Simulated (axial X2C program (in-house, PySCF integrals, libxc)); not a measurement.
## ScCl⁺: cheaper levels and CCSD(T), 2c

Computed with an in-house all-electron X2C program for linear molecules (integrals from PySCF). Two-component (2c) means X2C with spin–orbit coupling and atomic mean-field two-electron Coulomb and Gaunt terms. Basis: Sc dyall-cv3z [10s11p7d5f2g], Cl dyall-av3z [9s8p3d2f] (cores contracted in-house); Gaussian nuclei, density fitting, unrestricted open shells. Masses: Sc 44.956 u, Cl 34.969 u.

State: Ω = 3/2 (⟨Sz⟩ = -0.50, ⟨Lz⟩ = 2.00 at HF); fragments Sc+ + Cl.

| level | Re (Å) | ωe (cm⁻¹) |
| --- | --- | --- |
| PBE0 | 2.220 | 483.6 |
| HF | 2.289 | 461.7 |
| MP2 | 2.278 | 458.7 |
| CCSD | 2.275 | 460.1 |
| B3LYP | 2.232 | 474.9 |

Correlated methods: 9 electrons correlated (number of frozen shells: Sc 3 s, 2 p; Cl 2 s, 1 p), 301 virtual spin orbitals or spinors in MP2, 90 natural virtuals in coupled cluster.

CCSD(T), same Hamiltonian and basis:

Re = 2.275 Å, ωe = 458.2 cm⁻¹; T1 = 0.012 (Lee–Taylor normalisation).

Problem. Give the differences from CCSD(T) in the columns below.

Solution. 

```csv
level,ΔRe (Å),Δωe (cm⁻¹)
PBE0,-0.055,25
HF,0.014,4
MP2,0.003,0
CCSD,0.000,2
B3LYP,-0.043,17
```

The state is one determinant whose occupation by symmetry is held fixed; it was picked as the lowest of a PBE0 search that is not exhaustive. De is not given where an atomic determinant may have missed its ground term or J level, or where the truncated virtual space spoils (T). Density functionals use the spin component along the axis (collinear). Coupled cluster ran in a truncated set of natural virtual spinors; the MP2 energy of the rest was added. (T) has no such correction and the atoms are truncated less, which lowers De at CCSD(T) by a hundredth of an eV or more. Other states lie close and PBE0, whose exact exchange favours high spin, may order them wrongly; the determinant shown need not be the ground state. The nearest other 2c determinant of the search, Ω = 5/2, lies 0.02 eV up at the distance of the search. The functionals have no current-density term, which raises determinants with orbital currents, atoms included. The outer-core s and p shells of the metal are frozen in the correlated rows, which leaves out core–valence correlation; for alkali and alkaline-earth bonds that tends to lengthen them.
